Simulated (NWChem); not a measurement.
CH$_{9}$NSi$_{2}$; SMILES CN[SiH2][SiH3]

```xyz
13

C      1.0654     1.9930     0.1834
N     -0.1787     1.5068    -0.3860
Si    -0.9963     0.0474     0.1207
Si     0.4721    -1.7894    -0.0554
H      1.6224     2.6221    -0.5443
H      0.9460     2.5903     1.1202
H      1.7264     1.1362     0.4330
H     -0.7725     2.2472    -0.7684
H     -2.1657    -0.1299    -0.8124
H     -1.5557     0.0482     1.5340
H     -0.2450    -3.0558     0.3387
H      1.6654    -1.6366     0.8541
H      0.9765    -1.9392    -1.4672
```
Atoms are numbered in this order, from 1.

Program: NWChem. Pople sets run with spherical d functions. Coordinates come from a PBE-D3(BJ)/def2-SVP optimisation. No frequency run checked for a minimum. Level M06-2X/6-31G*: energy and gradient on several grids; changes count from the extra-fine grid, which is no exact limit either.

```json
[
 {"grid": "xcoarse", "size of the energy change (μHa)": "20000", "largest change of a gradient component (μHa/bohr)": "3000", "time, medium = 1 (rough)": "about 1"},
 {"grid": "coarse", "size of the energy change (μHa)": "500", "largest change of a gradient component (μHa/bohr)": "800", "time, medium = 1 (rough)": "about 1"},
 {"grid": "medium", "size of the energy change (μHa)": "< 10", "largest change of a gradient component (μHa/bohr)": "600", "time, medium = 1 (rough)": "about 1"},
 {"grid": "fine", "size of the energy change (μHa)": "20", "largest change of a gradient component (μHa/bohr)": "90", "time, medium = 1 (rough)": "about 1"},
 {"grid": "xfine", "size of the energy change (μHa)": "< 10", "largest change of a gradient component (μHa/bohr)": "< 30", "time, medium = 1 (rough)": "3"}
]
```
